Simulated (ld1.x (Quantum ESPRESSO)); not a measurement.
Reading a pseudo-wave (palladium)

Columns: radius, all-electron u(r) and pseudo u(r) of the 4p shell (level -51.20 eV) of palladium in the configuration [Ar] 3d10 4s2 4p6 4d10 5s0 5p0; PBE, scalar-relativistic, TM semilocal scheme, ld1.x (Quantum ESPRESSO) 7.5.

| r (bohr) | all-electron | pseudo |
| --- | --- | --- |
| 0.093 | 0.3366 | 0.0240 |
| 0.185 | -0.3050 | 0.0935 |
| 0.278 | -0.6011 | 0.2051 |
| 0.370 | -0.3966 | 0.3488 |
| 0.463 | 0.0270 | 0.5164 |
| 0.555 | 0.4479 | 0.6895 |
| 0.648 | 0.7778 | 0.8534 |
| 0.740 | 0.9878 | 0.9849 |
| 0.833 | 1.0935 | 1.0702 |
| 0.925 | 1.1164 | 1.0992 |
| 1.018 | 1.0824 | 1.0753 |
| 1.110 | 1.0137 | 1.0122 |
| 1.203 | 0.9253 | 0.9252 |
| 1.295 | 0.8302 | 0.8302 |
| 1.388 | 0.7339 | 0.7339 |
| 1.480 | 0.6431 | 0.6431 |
| 1.573 | 0.5582 | 0.5582 |
| 1.665 | 0.4822 | 0.4822 |
| 1.758 | 0.4140 | 0.4140 |
| 1.850 | 0.3545 | 0.3545 |
| 1.943 | 0.3022 | 0.3022 |
| 2.035 | 0.2573 | 0.2573 |
| 2.128 | 0.2182 | 0.2182 |
| 2.220 | 0.1851 | 0.1851 |
| 2.313 | 0.1565 | 0.1565 |
| 2.405 | 0.1324 | 0.1324 |

(1) How many radial nodes do the two functions have?

(2) At about which radius was the pseudo-wave matched?

(3) Where does each function peak?

(4) Is the pseudo-wave norm-conserving?

Answers

(1) The all-electron 4p function has n − l − 1 = 2; the pseudo-wave has 0, since the states of the same l below it are removed with the core.

(2) 1.30 bohr. The columns agree to 0.0005 from 1.20 bohr on; several derivatives are matched, so the curves merge somewhat inside the radius.

(3) Outermost all-electron maximum near 0.93 bohr, pseudo maximum near 0.93 bohr (to the table’s step).

(4) Yes: the TM semilocal scheme keeps the norm inside the radius equal to the all-electron one, which fixes the energy derivative of the logarithmic derivative at the level.
